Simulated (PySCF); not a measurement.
A structure optimised at PBE0-D3(BJ)/def2-SVP, used in a PySCF frequency run:

```xyz
9

In    -0.0256    -0.0115    -0.0029
O      1.7307    -0.7683    -0.6012
H      2.0533    -0.3583    -1.4107
N     -0.5222    -0.4966     1.9028
H     -0.0606    -1.3338     2.2503
H     -1.5148    -0.5685     2.1099
N     -0.9470     1.3815    -1.1685
H     -1.9314     1.5383    -0.9659
H     -0.8532     1.2376    -2.1711
```

Write its SMILES and formula.

[NH2][In]([NH2])[OH], H₅InN₂O

What are its rotational constants (standard atomic weights)?

5.0195, 4.4223, 2.3688 GHz
